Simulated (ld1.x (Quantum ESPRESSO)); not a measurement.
# Reading a pseudo-wave (lead (Pb))

Columns: radius, all-electron u(r) and pseudo u(r) of the 5d shell (level -22.04 eV) of lead in the configuration [Xe] 4f14 5d10 6s1.5 6p2.5; PBE, scalar-relativistic, ultrasoft scheme, ld1.x (Quantum ESPRESSO) 7.5.

```tsv
r (bohr)	all-electron	pseudo
0.138	0.2450	0.0108
0.275	-0.4287	0.0789
0.413	-0.3685	0.2326
0.550	0.0995	0.4530
0.688	0.5432	0.6906
0.825	0.8264	0.8808
0.963	0.9595	0.9852
1.100	0.9841	0.9982
1.238	0.9430	0.9471
1.375	0.8676	0.8677
1.513	0.7770	0.7770
1.650	0.6843	0.6843
1.788	0.5949	0.5949
1.925	0.5133	0.5133
2.062	0.4403	0.4403
2.200	0.3755	0.3755
2.338	0.3191	0.3191
2.475	0.2709	0.2709
2.613	0.2292	0.2292
2.750	0.1939	0.1939
2.888	0.1636	0.1636
3.025	0.1381	0.1381
3.162	0.1164	0.1164
3.300	0.0980	0.0980
3.438	0.0824	0.0824
3.575	0.0694	0.0694
```

(1) How many radial nodes do the two functions have?

(2) At about which radius was the pseudo-wave matched?

(3) Where does each function peak?

(4) Is the pseudo-wave norm-conserving?

Answers

(1) The all-electron 5d function has n − l − 1 = 2; the pseudo-wave has 0, since the states of the same l below it are removed with the core.

(2) 1.40 bohr, where the columns begin to agree (steps of 0.14 bohr).

(3) Outermost all-electron maximum near 1.10 bohr, pseudo maximum near 1.10 bohr (to the table’s step).

(4) No, it belongs to an ultrasoft set: the norm inside the radius is not constrained, and the difference is carried by the augmentation charge.
